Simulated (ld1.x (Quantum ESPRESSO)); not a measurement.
Tb RRKJ: all-electron and pseudo phase curves

| Item | Value |
| --- | --- |
| Element | Tb |
| Generator | ld1.x (Quantum ESPRESSO) 7.5 |
| Type | norm-conserving RRKJ (Kleinman–Bylander form) |
| Functional | PW91 |
| Relativity | fully relativistic |
| Frozen core | [Kr] 4d10 5s2 |
| Valence charge | 17 |
| Reference configuration | 4f8 5p6 5d0 6s0 6p0 (charge +3) |
| Partial waves | 5p (bound): rc 2.00 bohr; 5d (bound, empty): rc 2.20 bohr; 4f (bound): rc 1.35 bohr; 6s (bound, empty): rc 2.95 bohr |
| Local potential | the s channel |
| Core correction | Bessel-smoothed model core, default radius (core density twice the valence density) |
| rho0 | 0.01 |

Open shells are filled in proportion to 2j + 1 (rel_dist='average').

The phase is arctan(r·u′/u) with u = r·R(r), unwrapped; energies in Ry, scanned from -6 to 5 Ry. A pole is an energy at which the radial function vanishes at the test radius. The pseudo phase is shifted by a multiple of π to meet the all-electron one at the reference energy, and phase errors are pseudo minus all-electron; the curves can meet again beyond the range given. Levels narrower than the energy grid can be missing from the lists of poles. n/a: not evaluated, since a narrow level or a reset projector energy made the automatic matching unsafe.

```
channel  radius (bohr)  reference energy (Ry)  poles, all-electron  poles, pseudo  unbroken range about the reference energy with phases within 0.05 rad  phase error 1 Ry above the reference energy (rad)
      s           3.22                  -1.69         -5.60, -0.22    -0.36, 3.12                                                            -5.5 to 0.3                                             -0.014
   p1/2           3.22                  -4.13          -4.09, 0.68    -4.09, 2.17                                                             below -2.3                                             +0.014
   p3/2           3.22                  -3.78          -3.72, 1.00    -3.72, 2.42                                                             below -2.1                                             +0.017
   d3/2           3.22                  -1.85          -1.52, 2.87    -1.51, 4.41                                                             below -0.6                                             +0.030
   d5/2           3.22                  -1.81          -1.47, 2.96    -1.46, 4.49                                                             below -0.5                                             +0.028
   f5/2           3.22                  -2.55          -2.54, 1.01    -2.54, 2.98                                                             below -1.5                                             +0.042
   f7/2           3.22                  -2.49          -2.48, 1.03           2.99                                                                    n/a                                                n/a
```

Phases in the f5/2 channel:

| E (Ry) | all-electron | pseudo |
| --- | --- | --- |
| -6.00 | 1.432 | 1.433 |
| -5.48 | 1.425 | 1.425 |
| -4.96 | 1.415 | 1.417 |
| -4.44 | 1.404 | 1.406 |
| -3.92 | 1.390 | 1.393 |
| -3.40 | 1.371 | 1.375 |
| -2.88 | 1.341 | 1.348 |
| -2.36 | -1.808 | -1.796 |
| -1.84 | -1.874 | -1.849 |
| -1.32 | -1.984 | -1.918 |
| -0.80 | -2.297 | -2.048 |
| -0.28 | -3.664 | -2.378 |
| 0.24 | -4.459 | -3.392 |
| 0.76 | -4.657 | -4.219 |
| 1.28 | -4.760 | -4.479 |
| 1.80 | -4.852 | -4.591 |
| 2.32 | -4.992 | -4.657 |
| 2.84 | -5.448 | -4.702 |
| 3.36 | -7.131 | -4.739 |
| 3.88 | -7.596 | -4.774 |
| 4.40 | -7.724 | -4.812 |
| 4.92 | -7.788 | -4.862 |
